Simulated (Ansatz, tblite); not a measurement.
Cost and result up the ladder for Be(NH2)2 (BeN₂H₄) (7 atoms). The state is a singlet with charge 0. Geometry: r2SCAN-D4/def2-TZVP.

```xyz
7

Be    0.000    0.000    0.000
N    -0.342    1.460   -0.193
H     0.230    2.234    0.100
H    -1.177    1.807   -0.635
N     0.342   -1.460    0.193
H     0.092   -2.015    0.996
H     0.856   -2.027   -0.461
```

Ansatz on 4 threads of Arm Neoverse V1 on a shared host; xTB runs through tblite on one thread. Times are rough, summed over both states, and most runs start from the orbitals of an earlier one. CCSD(T)/def2-TZVPP serves as the yardstick here, not as an exact answer. The other state is a doublet.

The xTB rows come from tblite. Correlated methods freeze 2 core orbitals. HOMO above LUMO, or a gap near zero within one spin, warns that the state may not be the lowest or that an electron is smeared out.

Correlated methods converge slowly with the basis.

Raw xTB energies of ions are shifted by several eV.

```csv
level,functions,wall time,vertical IE (eV),difference from CCSD(T)/def2-TZVPP (eV),remarks
GFN2-xTB,16,0.004 s,13.69,4.08,–
GFN1-xTB,20,0.013 s,13.88,4.28,–
PBE-D4/def2-TZVP (with forces),105,1.3 s,8.94,-0.67,gap within one spin near zero (+1 doublet)
PBE0-D4/def2-TZVP,105,1.7 s,9.23,-0.37,–
r2SCAN-D4/def2-TZVP,105,2.5 s,9.00,-0.60,gap within one spin near zero (+1 doublet)
CCSD(T)/def2-TZVPP,137,26 s,9.60,0.00,–
```
